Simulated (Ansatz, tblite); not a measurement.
Forces on Cu(NH3)H (CuNH4) at its r2SCAN-D4/def2-TZVP geometry. Charge 0, multiplicity 1.

The xTB rows come from tblite.

GFN1-xTB (tblite), largest force 0.79 eV/Å:

```xyz
6
positions Å, forces eV/Å
Cu   -0.268    0.421   -1.145   -0.169    0.265   -0.721
N     0.154   -0.241    0.657    0.158   -0.247    0.674
H     0.241   -1.254    0.669   -0.014    0.381    0.088
H    -0.572    0.011    1.323    0.319   -0.138   -0.180
H     1.031    0.146    0.998   -0.338   -0.193   -0.047
H    -0.586    0.918   -2.501    0.044   -0.068    0.186
```

GFN2-xTB (tblite), largest force 0.39 eV/Å:

```
Cu -0.077 0.121 -0.328
N 0.083 -0.131 0.356
H -0.021 -0.134 -0.161
H -0.177 0.108 -0.035
H 0.129 0.134 -0.098
H 0.063 -0.098 0.267
```

ωB97M-V/def2-TZVP (Ansatz), largest force 0.34 eV/Å:

```
Cu -0.005 0.008 -0.023
N 0.074 -0.116 0.315
H -0.007 0.090 0.004
H 0.067 -0.025 -0.055
H -0.078 -0.037 -0.026
H -0.051 0.079 -0.216
```
